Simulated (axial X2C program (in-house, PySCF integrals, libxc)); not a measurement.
## Worked dissociation energy of WSi⁺: CCSD(T), spin-free

Calculated with an in-house relativistic program for diatomic molecules. Spin-free means the one-electron spin-free X2C Hamiltonian. Basis: W dyall-cv3z [13s14p9d7f4g], Si dyall-v3z [8s7p2d1f] (cores contracted in-house); Gaussian nuclei, density fitting, unrestricted open shells. Masses: W 183.951 u, Si 27.977 u.

Molecular state: M_S = 5/2, Λ = 0 (beyond evenly filled blocks: σα, π+α, π-α, δ+α, δ-α).

Correlated methods: 9 electrons correlated (number of frozen shells: W 5 s, 4 p, 2 d, 1 f; Si 2 s, 1 p), 287 virtual spin orbitals or spinors in MP2, 90 natural virtuals in coupled cluster.

| Item | Value |
| --- | --- |
| E(W+) (2M_S = 5, M_L = 0) | -16138.249543 hartree |
| E(Si) (2M_S = 2, M_L = 0) | -289.540528 hartree |
| E(WSi⁺) at Re | -16427.916830 hartree |
| ωe | 379.3 cm⁻¹ |
| ωexe | 1.07 cm⁻¹ |

Task: Work out De and D0.

Result: De = -16138.249543 + (-289.540528) − (-16427.916830) = 0.12676 hartree = 3.449 eV. The zero-point energy is ωe/2 − ωexe/4 = 189 cm⁻¹ = 0.023 eV, so D0 = 3.426 eV.

Occupations by symmetry block were frozen at the best pattern of an incomplete PBE0 search. Dissociation energies refer to the lowest single-determinant-based atoms at the same level and basis. Coupled cluster ran in a truncated set of natural virtual spinors; the MP2 energy of the rest was added. (T) has no such correction and the atoms are truncated less, which lowers De at CCSD(T) by a hundredth of an eV or more. The determinant is spin-polarised beyond a pure state at some levels (its spin-free form has ⟨S²⟩ too high), which makes Re and μ there less reliable. The T1 diagnostic is large, a sign of multireference character. With the outer-core shells frozen, correlated bond lengths of heavy atoms tend to come out a few hundredths of an ångström too long.

Each atomic determinant is the lowest at this level and need not be a pure term. Totals compare only within one Hamiltonian and basis.
